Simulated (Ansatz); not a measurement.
`[OH][AlH][I]`. The species carries charge 0 and has multiplicity 1. I: def2 effective core potential. The structure was optimised at the PBE0-D4/def2-TZVP level. It is one conformer, not always the lowest.

```xyz
5

O     0.959   -0.881   -0.306
Al   -0.230    0.053    0.439
I    -1.375    1.822   -0.855
H     1.228   -0.771   -1.217
H    -0.583   -0.223    1.940
```

Problem. What is the dipole moment at ωB97M-V/def2-TZVPP? (Estimate.)

Solution. Computed: 0.72 D, with components (0.44, -0.24, -0.52) D in this frame, pointing from negative to positive charge.

Problem. And with PBE, r2SCAN, B3LYP? (Estimate.)

Solution. The calculation gave: PBE 0.74 D, r2SCAN 0.76 D, B3LYP 0.70 D.

Problem. Give the Mulliken charges with ωB97M-V, B3LYP, PBE in def2-TZVPP. (Estimate.)

Solution. The calculation gave: 
```csv
atom,ωB97M-V,B3LYP,PBE
O1,-0.38,-0.40,-0.36
Al2,0.51,0.55,0.48
I3,-0.21,-0.22,-0.21
H4,0.17,0.18,0.18
H5,-0.09,-0.11,-0.09
```

B3LYP here is the variant with VWN-RPA as its local correlation; programs differ in this.
